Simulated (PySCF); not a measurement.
Can point charges reproduce the dipole moment of `C#C[SiH2]/N=C\C=C/C`?

Coordinates (PBE0-D3(BJ)/def2-SVP, Å) and charges (e) from the PBE0/pcSseg-1 density (PySCF):

```json
{"atom": "C1", "x": "4.506", "y": "0.938", "z": "0.390", "Mulliken": "-0.1879", "IAO": "-0.1820", "Hirshfeld": "-0.0844", "ESP-fitted": "-0.3038"}
{"atom": "C2", "x": "3.595", "y": "0.308", "z": "-0.113", "Mulliken": "-0.1764", "IAO": "-0.3329", "Hirshfeld": "-0.1559", "ESP-fitted": "-0.2170"}
{"atom": "Si3", "x": "2.215", "y": "-0.648", "z": "-0.857", "Mulliken": "+0.7648", "IAO": "+0.8904", "Hirshfeld": "+0.3702", "ESP-fitted": "+0.7740"}
{"atom": "N4", "x": "0.867", "y": "0.433", "z": "-1.036", "Mulliken": "-0.5884", "IAO": "-0.5486", "Hirshfeld": "-0.2477", "ESP-fitted": "-0.7513"}
{"atom": "C5", "x": "-0.321", "y": "0.425", "z": "-0.582", "Mulliken": "+0.2117", "IAO": "+0.0695", "Hirshfeld": "+0.0582", "ESP-fitted": "+0.6849"}
{"atom": "C6", "x": "-0.929", "y": "-0.574", "z": "0.295", "Mulliken": "-0.2140", "IAO": "-0.2031", "Hirshfeld": "-0.0649", "ESP-fitted": "-0.5687"}
{"atom": "C7", "x": "-2.197", "y": "-0.545", "z": "0.749", "Mulliken": "-0.1975", "IAO": "-0.0918", "Hirshfeld": "-0.0066", "ESP-fitted": "+0.1071"}
{"atom": "C8", "x": "-3.253", "y": "0.468", "z": "0.475", "Mulliken": "-0.2299", "IAO": "-0.4216", "Hirshfeld": "-0.1079", "ESP-fitted": "-0.4449"}
{"atom": "H9", "x": "5.314", "y": "1.494", "z": "0.831", "Mulliken": "+0.0868", "IAO": "+0.2014", "Hirshfeld": "+0.0997", "ESP-fitted": "+0.2907"}
{"atom": "H10", "x": "2.013", "y": "-1.865", "z": "-0.003", "Mulliken": "-0.1373", "IAO": "-0.1569", "Hirshfeld": "-0.0854", "ESP-fitted": "-0.1795"}
{"atom": "H11", "x": "2.606", "y": "-1.095", "z": "-2.224", "Mulliken": "-0.0982", "IAO": "-0.1197", "Hirshfeld": "-0.0721", "ESP-fitted": "-0.1272"}
{"atom": "H12", "x": "-0.979", "y": "1.266", "z": "-0.875", "Mulliken": "+0.1036", "IAO": "+0.1275", "Hirshfeld": "+0.0437", "ESP-fitted": "-0.0257"}
{"atom": "H13", "x": "-0.285", "y": "-1.404", "z": "0.601", "Mulliken": "+0.1304", "IAO": "+0.1516", "Hirshfeld": "+0.0439", "ESP-fitted": "+0.2216"}
{"atom": "H14", "x": "-2.504", "y": "-1.369", "z": "1.405", "Mulliken": "+0.1161", "IAO": "+0.1508", "Hirshfeld": "+0.0525", "ESP-fitted": "+0.1030"}
{"atom": "H15", "x": "-3.613", "y": "0.907", "z": "1.420", "Mulliken": "+0.1413", "IAO": "+0.1597", "Hirshfeld": "+0.0543", "ESP-fitted": "+0.1467"}
{"atom": "H16", "x": "-2.922", "y": "1.286", "z": "-0.178", "Mulliken": "+0.1338", "IAO": "+0.1461", "Hirshfeld": "+0.0484", "ESP-fitted": "+0.1492"}
{"atom": "H17", "x": "-4.128", "y": "-0.012", "z": "0.006", "Mulliken": "+0.1412", "IAO": "+0.1596", "Hirshfeld": "+0.0542", "ESP-fitted": "+0.1409"}
```

Task: Form Σ q r in debye for every column and set it beside the full dipole.

Result: The full density gives (-2.69, -0.33, 1.61) D, 3.15 D in size; dipole vectors point from the negative to the positive end.

| scheme | μx | μy | μz | size (D) | share of the full size (%) | angle to the full dipole (°) |
| --- | --- | --- | --- | --- | --- | --- |
| Mulliken | -4.65 | -0.90 | 0.37 | 4.75 | 151 | 26 |
| IAO | -2.63 | -1.40 | 1.10 | 3.17 | 101 | 22 |
| Hirshfeld | -2.43 | -0.19 | 0.91 | 2.60 | 83 | 11 |
| ESP-fitted | -2.68 | -0.39 | 1.59 | 3.14 | 100 | 1 |

Task: Which set comes closest?

Result: Length of the difference vector: ESP-fitted 0.06 D, Hirshfeld 0.76 D, IAO 1.18 D, Mulliken 2.39 D. Closest: ESP-fitted. The schemes that divide the density aren't constrained to reproduce the dipole.

Task: What is left for the Hirshfeld atoms' own dipoles?

Result: The Hirshfeld atoms' densities add up to the full density, so μ = Σ q r + Σ (atomic dipoles). The atomic dipoles sum to (-2.69, -0.33, 1.61) − (-2.43, -0.19, 0.91) = (-0.26, -0.14, 0.70) D, 0.76 D in size.

Task: With the origin at the mean of the coordinates, (-0.001, 0.001, 0.018) Å, which are the largest single terms, by size, of the ESP-fitted dipole along the direction of the full one?

Result: Si3 -8.44, C8 -6.32, H9 -5.97, C1 +5.48, N4 +4.78 D; all 17 atoms together +3.14 D. The single terms depend on the origin, their sum doesn't.

Task: Give the size of the full dipole in other units.

Result: 3.15 D = 1.238 au = 0.655 e·Å = 10.50 × 10⁻³⁰ C·m.

Isolated species at its PBE0-D3(BJ)/def2-SVP geometry (one conformer only).

Conformer computed: `[CH:1]#[C:2][SiH2:3]/[N:4]=[CH:5]\[CH:6]=[CH:7]/[CH3:8]`: C2–Si3–N4–C5 -121°, N4–C5–C6–C7 180°.
